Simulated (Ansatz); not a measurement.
Species: fluoro(fluorosilyl)silane, Si₂H₄F₂, charge 0, multiplicity 1. SMILES: [SiH2](F)[SiH2]F
Structure (B3LYP-D3(BJ)/def2-TZVP (Ansatz, an electronic-structure program) minimum search):
```xyz
8

F     -1.7497    -1.3887    -0.3927
Si    -1.1767     0.0620     0.0216
Si     1.1767    -0.0620    -0.0216
F      1.7497     1.3887     0.3927
H     -1.6864     0.3874     1.3731
H     -1.6940     1.0534    -0.9488
H      1.6940    -1.0534     0.9488
H      1.6864    -0.3874    -1.3731
```

Wanted: vertical triplet-singlet gap, E(triplet) - E(singlet), in eV. Set-up: no spin-orbit coupling; dispersion terms only where a functional's name holds one; each state is the SCF solution reached for its charge and spin; valence correlation only; non-relativistic; open shells spin-unrestricted; six Cartesian d functions in 6-31G* and its kin unless marked 5d. Basis-set limits of correlation are two-point, X^-3; Hartree-Fock from the larger set. [CCSD(T)-MP2]/basis is that difference in the basis named. Ab initio and DFT rows: single points at B3LYP-D3(BJ) geometries (Ansatz). Levels can end on unlike triplets.

```
species            coefficient  E at PBE/6-31G* (Ansatz), Eh  E at wB97M-V/def2-TZVPD (Ansatz), Eh
-----------------  -----------  ----------------------------  ------------------------------------
charge 0, triplet           +1                    -780.45404                            -781.00525
charge 0, singlet           -1                    -780.62686                            -781.19706
```

Coupled cluster (Ansatz) is a level with limits of its own, used here on species with T1 under 0.025 (0.045 for open shells) and stable references: RI-MP2/CBS(aug-cc-pV(T+d)Z,aug-cc-pV(Q+d)Z)+[CCSD(T)-MP2]/aug-cc-pV(T+d)Z. Value to compare with, RI-MP2/CBS(aug-cc-pV(T+d)Z,aug-cc-pV(Q+d)Z)+[CCSD(T)-MP2]/aug-cc-pV(T+d)Z (Ansatz): 5.28 eV. 1 Eh = 27.2114 eV.

Question: Compute it at each level from the table, and compare with RI-MP2/CBS(aug-cc-pV(T+d)Z,aug-cc-pV(Q+d)Z)+[CCSD(T)-MP2]/aug-cc-pV(T+d)Z (Ansatz).

Answer: 
- PBE/6-31G*: the sum of coefficient times E is 0.17282 Eh, or 4.703 eV. Result: 4.70 eV. Its difference against RI-MP2/CBS(aug-cc-pV(T+d)Z,aug-cc-pV(Q+d)Z)+[CCSD(T)-MP2]/aug-cc-pV(T+d)Z (Ansatz) is -0.58 eV.
- wB97M-V/def2-TZVPD: the sum of coefficient times E is 0.19181 Eh, or 5.219 eV. Result: 5.22 eV. Its difference against RI-MP2/CBS(aug-cc-pV(T+d)Z,aug-cc-pV(Q+d)Z)+[CCSD(T)-MP2]/aug-cc-pV(T+d)Z (Ansatz) is -0.06 eV.
